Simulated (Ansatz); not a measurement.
WOF₅H⁺, that is W(OH)F5 with one electron fewer. Charge 1, multiplicity 2. Geometry B3LYP-D4/def2-SVP, that of the neutral singlet; atoms count from 1.

Cartesian coordinates in Å:
```
W 0.185 0.200 0.151
O -0.904 -0.977 -0.742
H -1.476 -1.596 -1.207
F 1.287 1.391 1.056
F 1.381 0.284 -1.272
F -0.927 0.207 1.644
F 1.181 -1.181 0.903
F -0.727 1.672 -0.532
```

In the def2 sets W takes a core potential; there is no spin–orbit coupling.

(1) Estimate the Mulliken populations from the PBE0/def2-TZVP orbitals of Ansatz.

(2) Where does the spin sit?

(3) And the Mayer bond orders between heavy atoms (over 0.3)?

Answers

(1) 
```
atom  charge (e)  spin (α − β)  d electrons
  W1        1.71         -0.15         2.96
  O2       -0.20          0.74            –
  H3        0.44         -0.02            –
  F4       -0.20         -0.01            –
  F5       -0.19          0.11            –
  F6       -0.19          0.11            –
  F7       -0.19          0.11            –
  F8       -0.19          0.11            –
```
Mulliken values depend strongly on the basis.

(2) Summed by element: W -0.15, O 0.74, H -0.02, F 0.42, of 1 unpaired in all. Largest on single atoms: O2 0.74, W1 -0.15, F7 0.11.

(3) W1–O2 0.86 (1.83 Å); W1–F4 1.16 (1.86 Å); W1–F5 1.11 (1.86 Å); W1–F6 1.10 (1.86 Å); W1–F7 1.10 (1.86 Å); W1–F8 1.10 (1.86 Å).
